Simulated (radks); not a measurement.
In II, 48 electrons, occupied as [Kr] 4d10 5s2. Calculated with a radial shooting solver on a logarithmic mesh with Libxc functionals: scalar-relativistic Kohn-Sham, OLYP, spin-polarised, spherical densities, point nucleus. Some entries of the table are withheld. Estimate them.

| orbital | occ. | eigenvalue (hartree) | <1/r> (bohr^-1) |
|---|---|---|---|
| 1s | 2 | -1020.132 | 51.85 |
| 2s | 2 | -153.1114 | (1) |
| 2p | 6 | -137.4760 | 11.38 |
| 3s | 2 | -29.29681 | 4.184 |
| 3p | 6 | -24.17588 | 3.985 |
| 3d | 10 | -16.23596 | 3.758 |
| 4s | 2 | -4.68067 | (2) |
| 4p | 6 | (3) | (4) |
| 4d | 10 | (5) | (6) |
| 5s | 2 | -0.53515 | 0.5161 |

Answer. 
(1) 2s <1/r> (bohr^-1): 11.82
(2) 4s <1/r> (bohr^-1): 1.633
(3) 4p eigenvalue (hartree): -3.15484
(4) 4p <1/r> (bohr^-1): 1.477
(5) 4d eigenvalue (hartree): -0.96446
(6) 4d <1/r> (bohr^-1): 1.144
